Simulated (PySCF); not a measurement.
## Ga⁻ (gallium, charge -1) across methods

[Ar] 3d10 4s2 4p2, high-spin 3P determinant. All numbers are calculated (PySCF 2.14, scalar relativity through the core potential, in aug-cc-pVTZ-PP with one added diffuse shell each of s, d, f type with ECP10MDF (7s5p5d3f, 68 functions)). The B2PLYP total includes its PT2 part (frozen core); its orbital energies are those of the SCF part.

```json
{"method": "B2PLYP", "E (hartree)": "-259.0802", "mean ε 4s α (eV)": "-6.322", "mean ε 4s β (eV)": "-4.948", "mean ε 4p α (eV)": "0.458", "Σ⟨r²⟩ (bohr²)": "87.15", "⟨S²⟩": "2.004"}
{"method": "wB97X-V", "E (hartree)": "-259.4178", "mean ε 4s α (eV)": "-7.540", "mean ε 4s β (eV)": "-6.245", "mean ε 4p α (eV)": "-0.440", "Σ⟨r²⟩ (bohr²)": "80.90", "⟨S²⟩": "2.005"}
{"method": "CAM-B3LYP", "E (hartree)": "-259.4340", "mean ε 4s α (eV)": "-6.666", "mean ε 4s β (eV)": "-5.509", "mean ε 4p α (eV)": "0.191", "Σ⟨r²⟩ (bohr²)": "83.76", "⟨S²⟩": "2.003"}
{"method": "PBE0", "E (hartree)": "-259.4284", "mean ε 4s α (eV)": "-5.301", "mean ε 4s β (eV)": "-4.179", "mean ε 4p α (eV)": "0.841", "Σ⟨r²⟩ (bohr²)": "86.39", "⟨S²⟩": "2.003"}
{"method": "UHF", "E (hartree)": "-258.29974", "mean ε 4s α (eV)": "-7.875", "mean ε 4s β (eV)": "-5.642", "mean ε 4p α (eV)": "-0.513", "Σ⟨r²⟩ (bohr²)": "82.61", "⟨S²⟩": "2.013"}
{"method": "r2SCAN", "E (hartree)": "-259.3602", "mean ε 4s α (eV)": "-4.553", "mean ε 4s β (eV)": "-3.595", "mean ε 4p α (eV)": "1.228", "Σ⟨r²⟩ (bohr²)": "86.90", "⟨S²⟩": "2.005"}
{"method": "BP86", "E (hartree)": "-259.6088", "mean ε 4s α (eV)": "-4.510", "mean ε 4s β (eV)": "-3.779", "mean ε 4p α (eV)": "1.183", "Σ⟨r²⟩ (bohr²)": "92.61", "⟨S²⟩": "2.001"}
{"method": "LDA", "E (hartree)": "-259.0510", "mean ε 4s α (eV)": "-4.612", "mean ε 4s β (eV)": "-3.906", "mean ε 4p α (eV)": "1.230", "Σ⟨r²⟩ (bohr²)": "92.89", "⟨S²⟩": "2.001"}
```

(1) Estimate the same row for PBE.

Energies and moments cover only the electrons outside the core potential.

The highest occupied level is positive at B2PLYP, CAM-B3LYP, PBE0, PBE, r2SCAN, BP86, LDA: only the finite basis holds that electron, which in a density functional comes from self-interaction.

Answers

(1) E (hartree) = -259.4752; mean ε 4s α (eV) = -4.354; mean ε 4s β (eV) = -3.561; mean ε 4p α (eV) = 1.285; Σ⟨r²⟩ (bohr²) = 92.59; ⟨S²⟩ = 2.002.
